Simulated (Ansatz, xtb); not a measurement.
# Two isomers of C5H7FO2

Structure I is `O=C1CC[C@@H]1OCF`, a singlet and structure II is `OC1=CC[C@@H]1OCF`, a singlet. Both are isolated molecules in the gas phase, relaxed with r2SCAN-D4/def2-SVP, each in the lowest conformer that the search found.

Energies in hartree; the thermal terms are from GFN2-xTB frequencies at re-optimised GFN2-xTB minima (ideal gas, soft modes damped towards free rotors, one conformer each, 298.15 K, 1 atm) and include the zero-point energy:

```
                              I           II
E, CCSD(T)/def2-SVP  −443.502228  −443.475940
    E, MP2/def2-SVP  −443.409181  −443.383657
  E, MP2/def2-TZVPP  −444.243000  −444.221409
  zero-point energy     0.113577     0.113190
       H(298 K) − E     0.122421     0.122068
       G(298 K) − E     0.080363     0.080356
```

Q: Correct the CCSD(T) difference for the basis set by the MP2 change, then work out ΔE, ΔE₀, ΔH and ΔG for I → II in kcal/mol (1 Eh = 627.51 kcal/mol) and the equilibrium ratio [II]/[I].

A: 1. Differences II − I: CCSD(T) +0.026288, MP2 in the small set +0.025524, MP2 in the large set +0.021591 Eh.
2. ΔE = +0.026288 + (+0.021591 − (+0.025524)) = +0.022355 Eh = +14.03 kcal/mol.
3. ΔE₀ = ΔE + ΔZPE = +0.022355 + (−0.000387) Eh = +13.79 kcal/mol.
4. ΔH = ΔE + (−0.000353) Eh = +13.81 kcal/mol.
5. ΔG = ΔE + (−0.000007) Eh = +14.02 kcal/mol, so ΔS = (ΔH − ΔG)/T = −3.0 J/(mol K).
6. kT = 0.9442 mEh, so K = [II]/[I] = exp(−ΔG/kT) = exp(−23.67) ≈ 5.3 × 10^−11.

Structure I is favoured at this temperature. An error of 1 kcal/mol in ΔG would change K by a factor of 5.4. Mirror images and further conformers aren't counted.

As drawn, II has 1 C–O, 1 C=C, 1 O–H in place of 1 C=O, 1 C–C, 1 C–H.

Other levels gave ΔE = +13.2 (GFN2-xTB); +25.3 (HF/STO-3G, GFN2-xTB geometries); +15.0 (r2SCAN-D4/def2-SVP//GFN2-xTB); +15.3 (r2SCAN-D4/def2-SVP); +17.3 (HF/def2-SVP); +16.0 (MP2/def2-SVP); +16.5 (CCSD(T)/def2-SVP) kcal/mol. The correlated steps freeze 8 core orbitals. Programs: Ansatz 0.2.0, xtb 6.7.1.
